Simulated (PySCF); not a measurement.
C₅H₆N₂.
Cartesian coordinates in Å at the GFN2-xTB level; atoms count from 1:
```
atom  x, y, z in Å
C1    -0.7279    1.9357   -0.4573
N2    -0.3291    1.1483    0.4329
C3    -0.2974   -0.2267    0.2914
C4    -1.3478   -0.9580   -0.0709
C5     1.0195   -0.8338    0.7230
C6     2.0210   -0.5470   -0.2744
N7     2.7907   -0.3055   -1.0838
H8    -1.0306    1.6282   -1.4612
H9    -0.7629    2.9909   -0.2278
H10   -1.3234   -2.0327   -0.0536
H11   -2.2804   -0.4953   -0.3431
H12    0.9283   -1.9159    0.8373
H13    1.3357   -0.3877    1.6699
```

Method: CAM-B3LYP/def2-SVPD in PySCF (dipole) on a GFN2-xTB geometry, gas phase.

Take the most abundant isotopes and a rigid rotor. The values belong to one conformer with, in the numbering `[CH2:1]=[N:2][C:3](=[CH2:4])[CH2:5][C:6]#[N:7]`, C1–N2–C3–C4 -53°, N2–C3–C5–C6 -74°.

(1) What are A, B and C (MHz)?

(2) Classify the top.

(3) Is it planar, by Δ = Ic − Ia − Ib?

(4) Give the other two planar moments, Paa and Pbb, and the rms extents of the mass along the axes.

(5) Predict some low-J microwave lines.

(6) Estimate the classical rotational partition function at 10 K, 25 K and 500 K.

## Answers

(1) Ia = 120.93, Ib = 244.39, Ic = 313.72 u·Å²; 505379 MHz·u·Å²/I gives A = 4179, B = 2068, C = 1611 MHz.

(2) An asymmetric top. Ray's parameter κ = (2B − A − C)/(A − C) = -0.644; −1 is the prolate and +1 the oblate limit.

(3) Not planar: Δ = Ic − Ia − Ib = -51.61 u·Å². For a rigid frame Δ = −2 Σ m c², so Σ m c² = 25.80 u·Å² lies off the ab plane: 6.85 from hydrogen and 18.95 from heavier atoms. The atom farthest from that plane is 1.75 Å away.

(4) Paa = Σ m a² = (Ib + Ic − Ia)/2 = 218.59 and Pbb = Σ m b² = (Ia + Ic − Ib)/2 = 95.13 u·Å². With the mass M = 94.05 u, the rms extents √(P/M) along a, b and c are 1.52, 1.01, 0.52 Å.

(5) The dipole components are |μa| = 3.08 D, |μb| = 1.76 D, |μc| = 0.36 D. Intensities carry the squares of the components, which stand as 1.00 : 0.33 : 0.01 (a : b : c). Some lines, for components of 0.1 D or more:

```tsv
type	branch	J(Ka,Kc)	MHz	lower level (cm⁻¹)
a	Q	3(2,1) ← 3(2,2)	324	1.048
a	Q	2(1,1) ← 2(1,2)	1371	0.423
c	Q	2(1,2) ← 2(0,2)	1721	0.366
b	Q	1(1,0) ← 1(0,1)	2568	0.123
a	Q	3(1,2) ← 3(1,3)	2736	0.767
b	Q	3(1,2) ← 3(0,3)	3989	0.725
b	R	3(1,2) ← 2(2,1)	5344	0.680
c	Q	3(2,2) ← 3(1,2)	5693	0.859
b	R	1(1,1) ← 0(0,0)	5790	0.000
b	Q	3(2,1) ← 3(1,2)	6016	0.859
c	Q	2(2,1) ← 2(1,1)	6333	0.469
a	R	2(1,2) ← 1(1,1)	6901	0.193
a	R	2(0,2) ← 1(0,1)	7291	0.123
b	Q	2(2,1) ← 2(1,2)	7704	0.423
a	R	2(1,1) ← 1(1,0)	7815	0.208
b	Q	3(2,2) ← 3(1,3)	8429	0.767
b	R	2(1,2) ← 1(0,1)	9012	0.123
b	R	3(0,3) ← 2(1,2)	9059	0.423
c	R	2(1,1) ← 1(0,1)	10383	0.123
a	R	3(2,2) ← 2(2,1)	11036	0.680
b	Q	3(3,1) ← 3(2,2)	11737	1.048
c	R	2(2,0) ← 1(1,0)	14214	0.208
b	R	2(2,0) ← 1(1,1)	14671	0.193
c	R	3(2,2) ← 2(1,2)	18741	0.423
b	R	3(2,1) ← 2(1,2)	19064	0.423
c	R	3(3,0) ← 2(2,0)	22713	0.683
c	R	3(3,1) ← 2(2,1)	22773	0.680
```

(6) Point group C1, symmetry number σ = 1; q = (√π/σ)·√((kT/h)³/(ABC)), k/h = 20836.6 MHz/K: 1430 at 10 K, 5650 at 25 K, 505000 at 500 K.

No GFN2-xTB frequencies stand behind this structure, so it isn't proved a minimum. Constants of a rigid frame at the computed geometry: no zero-point averaging, no centrifugal distortion. Quadrupole hyperfine structure (14N) is left out.
